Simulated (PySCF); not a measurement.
Computed shifts of a molecule C3H8N2Si, B3LYP/pcSseg-1 in PySCF, GIAO, gas phase, equivalent atoms averaged, in ppm (number of nuclei): ¹⁵N: 486.8 (1), 47.0 (1). ¹³C: 218.3 (1), 77.0 (1), 67.0 (1). ²⁹Si: -89.7 (1). ¹H: 4.90 (1), 4.31 (3), 4.19 (1), 3.92 (1), 1.20 (1), 0.85 (1). References: ¹⁵N against NH3 (σ = 265.5 ppm); ¹³C against TMS (σ = 181.3 ppm); ²⁹Si against TMS (σ = 338.7 ppm); ¹H against TMS (σ = 31.68 ppm), references at their B3LYP-D3(BJ)/def2-TZVP geometries, non-relativistic. Coordinates come from a PBE0-D3(BJ)/def2-SVP optimisation. Other conformers were not sampled.

Which structure fits?
A. C=C=C(N)[SiH2]N
B. N[C@@H]1CN=C1[SiH3]
C. NC=C=C(N)[SiH3]
D. C#C[Si@@H](N)CN

B, N[C@@H]1CN=C1[SiH3]
